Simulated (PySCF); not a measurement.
## NMR problem set

PySCF 2.14 calculation with structure optimised with GFN2-xTB and NMR shieldings at PBE0/pcSseg-1/GIAO; a single conformation, isolated molecule, fast rotation and ring inversion assumed for equivalent nuclei, relativity neglected.

Chemical shifts δ = σref − σ; 1H (31.72 ppm) and 13C (186.93 ppm) against TMS, all at this level. Splittings of carbon signals by F and P are missing where no couplings were computed. Where no couplings were computed, multiplicities follow the n + 1 count of equivalent neighbours, and m marks all less simple cases (inequivalent or close neighbours, rings, F or P nearby). Shifts are as computed. Against solution values, carbons near 30 ppm lie about +3 ppm off and those near 130 ppm about +5 ppm. Of 1211 compounds with measured shifts, 218 miss one by over three times the rms of a fit or turn the order of signals round; such compounds aren't used in these exercises. OH and NH positions are gas-phase values without hydrogen bonding to other molecules.

Q: C₈H₉F₃. 1H NMR (600 MHz, computed): δ 6.55 (d, 1H), 6.34 (m, 1H), 6.04 (br s, 1H), 6.01 (m, 1H), 5.90 (m, 1H), 5.67 (br s, 1H), 1.64 (d, 3H). 13C{1H} NMR (computed): δ 147.8 (C), 146.4 (C), 140.1 (CH), 136.9 (CH), 133.1 (C), 130.4 (CH2), 126.9 (CH2), 21.9 (CH3). Give a structure.

A: SMILES C=C(/C=C\C)C(=C)C(F)(F)F. The formula gives 3 degrees of unsaturation (no ring in the answer). 8 carbon signals for 8 carbons: no two carbons are equivalent. Carbon types of the structure: 3 × C, 2 × CH, 2 × CH2, 1 × CH3, which accounts for all hydrogens. δC 147.8, 146.4: fully substituted alkene carbon; an sp2 carbon of a C=C bond. δC 140.1, 136.9: alkene CH; an sp2 carbon of a C=C bond. δC 133.1: CF3 carbon; 3 electronegative neighbours deshield it. δC 130.4, 126.9: terminal =CH2 carbon; as expected for a trigonal carbon in a double bond.

The shifts were computed for this structure.

Q: C₆H₈O₂. 1H NMR (300 MHz, computed): δ 7.49 (m, 1H), 6.10 (d, 1H), 4.95 (m, 1H), 2.46 (m, 1H), 2.25 (m, 1H), 2.02 (m, 1H), 1.94 (m, 1H), 0.80 (br s, 1H). 13C{1H} NMR (computed): δ 200.1 (C), 162.8 (CH), 134.6 (CH), 73.3 (CH), 39.2 (CH2), 39.1 (CH2). What is it?

A: `O=C1C=C[C@H](O)CC1`. Rings plus π bonds: 3 (1 ring in the answer). 6 carbon signals for 6 carbons: no two carbons are equivalent. Carbon types of the structure: 1 × C, 3 × CH, 2 × CH2, leaving 1 H on heteroatoms. δC 200.1: ketone carbonyl carbon; the double bond to the heteroatom, with no lone-pair donor beside it, deshields it most. δC 162.8: β carbon of a C=C–C=O unit; conjugation with the carbonyl draws π density from the β position. δC 134.6: α carbon of a C=C–C=O unit; an sp2 carbon of a C=C bond. δC 73.3: allylic sp3 CH bonded to O; pulled downfield by the heteroatom.

The shifts were computed for this structure.

Q: C₈H₉F₃. 1H NMR (300 MHz, computed): δ 6.83 (m, 1H), 3.01 (m, 1H), 2.88 (m, 1H), 1.87 (m, 1H), 1.81 (m, 1H), 1.56 (m, 1H), 1.34 (m, 1H), 1.14 (m, 1H), 1.13 (m, 1H). 13C{1H} NMR (computed): δ 148.3 (CH), 146.9 (C), 132.7 (C), 52.5 (CH2), 45.9 (CH), 45.0 (CH), 27.3 (CH2), 27.3 (CH2). What is it?

A: SMILES [C@@H]12C=C(C(F)(F)F)[C@@H](CC1)C2. Rings plus π bonds: 3 (2 rings in the answer). 8 carbon signals for 8 carbons: no two carbons are equivalent. Carbon types of the structure: 2 × C, 3 × CH, 3 × CH2, which accounts for all hydrogens. δC 148.3: alkene CH; as expected for a trigonal carbon in a double bond. δC 146.9: fully substituted alkene carbon; as expected for a trigonal carbon in a double bond. δC 132.7: CF3 carbon; 3 electronegative neighbours deshield it. δH 3.01, 2.88: hydrogen on an allylic sp3 CH; allylic position.

The data come from this structure; uniqueness wasn't tested.
